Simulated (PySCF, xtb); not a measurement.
BeF2, SMILES [F][Be][F].

GFN2-xTB (xtb) at its own geometry gives an orbital gap of 8.44 eV and a dipole moment of 0.00 D.

Geometry optimised at r2SCAN-D4/def2-TZVP. The isomer is the one that the SMILES or the coordinates give; other isomers of the formula were not compared.

Problem. What does HF/def2-TZVPD run with PySCF give? (Estimate from the structure and the level; the computed values follow.)

Solution. gap 18.11 eV (levels -17.18 and 0.93 eV), dipole 0.00 D.
